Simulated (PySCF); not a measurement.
# Where the electron goes

Compound: PAsAsSb tetrahedron, As2PSb.
Cartesian coordinates in Å at the PBE0-D3(BJ)/def2-SVP level; atoms count from 1:
```xyz
4
As2PSb angstrom
P     -1.2351    0.3716   -0.5546
As    -0.2912   -0.9397    1.1396
As     0.6488    1.2284    0.5371
Sb     0.9608   -0.7507   -1.1526
```

The calculation used TDDFT wB97X-D/def2-SVPD, vertical, gas phase, core orbitals frozen in the response, def2 core potentials past Kr in PySCF 2.14.0, density-fitted response routines. Spin–orbit coupling is left out.

Kohn–Sham orbitals with the atoms that hold most of them (Löwdin shares over 4%, at most four atoms):

```
orbital  ε (eV)                              atoms
 LUMO+2    0.59  Sb4 55%, P1 22%, As2 12%, As3 11%
 LUMO+1    0.13  Sb4 53%, P1 21%, As2 15%, As3 10%
   LUMO    0.09          Sb4 52%, As3 26%, As2 21%
   HOMO   -8.40  Sb4 34%, P1 26%, As3 24%, As2 16%
 HOMO-1   -8.42  Sb4 36%, As2 29%, As3 21%, P1 14%
 HOMO-2   -9.16  As3 30%, As2 30%, P1 29%, Sb4 11%
 HOMO-3   -9.51   P1 35%, As2 28%, As3 28%, Sb4 9%
```

(1) The HOMO–LUMO gap is 8.50 eV. Where does the response calculation put the lowest singlet, and from which orbitals?

## Answers

(1) S1 is at 3.93 eV (f = 0.0001), 4.56 eV below the gap, made of HOMO→LUMO (58%), HOMO-1→LUMO+1 (31%). Without the coupling terms of the response equations the lowest excitation would equal the gap.

Next come S2 at 4.11 eV (f 0.0003), HOMO-1→LUMO+1 (54%), HOMO→LUMO (30%); S3 at 4.16 eV (f 0.0001), HOMO→LUMO+1 (47%), HOMO-1→LUMO (38%); S4 at 4.51 eV (f 0.0073), HOMO-1→LUMO+3 (64%), HOMO-1→LUMO (11%), HOMO→LUMO+2 (10%); S5 at 4.63 eV (f 0.014), HOMO→LUMO+2 (74%), HOMO-1→LUMO+3 (13%).

Löwdin shares depend on the basis, the more so with diffuse functions.
